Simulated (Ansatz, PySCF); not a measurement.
Reaction 2 R1 → P1, each structure at its B3LYP-D3(BJ)/def2-TZVP stationary point, reached from a drawn start (curvature not checked).
R1, OH (SMILES [OH]) (charge 0, multiplicity 2, Z-matrix in Å and degrees):
```
O
H 1 0.9767
```
P1, H2O2 (SMILES OO) (charge 0, multiplicity 1):
```xyz
4

O     -0.1978     0.1580    -0.7252
O     -0.1940     0.1626     0.7252
H      0.7039     0.4603    -0.9060
H     -0.3121    -0.7810     0.9060
```

P less R. No zero-point or thermal terms; singlets are restricted closed shells; open shells are unrestricted; no spin–orbit coupling.

Cores are frozen in the correlated methods. CBS(a, b) extrapolates the correlation energy as X⁻³ and adds the Hartree–Fock energy of set b.

Run with Ansatz (Gaussian orbitals); PySCF for the D3/D4 terms. All values are computed, each at the level named.

PBE/def2-TZVPPD gives -2.697 eV for the reaction energy.

Task: How do the other levels lie against it? Give each less PBE: PBE-D3(BJ)/def2-TZVPPD, r2SCAN/def2-TZVPPD, B3LYP/def2-TZVPPD, wB97M-V/def2-TZVPPD, B2PLYP/def2-TZVPPD, MP2/CBS(aug-cc-pVTZ, aug-cc-pVQZ), CCSD(T)/CBS(aug-cc-pVTZ, aug-cc-pVQZ).

Result: PBE-D3(BJ)/def2-TZVPPD -0.014; r2SCAN/def2-TZVPPD 0.485; B3LYP/def2-TZVPPD 0.506; wB97M-V/def2-TZVPPD 0.355; B2PLYP/def2-TZVPPD 0.462; MP2/CBS(aug-cc-pVTZ, aug-cc-pVQZ) -0.016; CCSD(T)/CBS(aug-cc-pVTZ, aug-cc-pVQZ) 0.330 eV. 5 of 7 lie above PBE; the widest gap is to B3LYP/def2-TZVPPD.

Ansatz is a first-principles code.
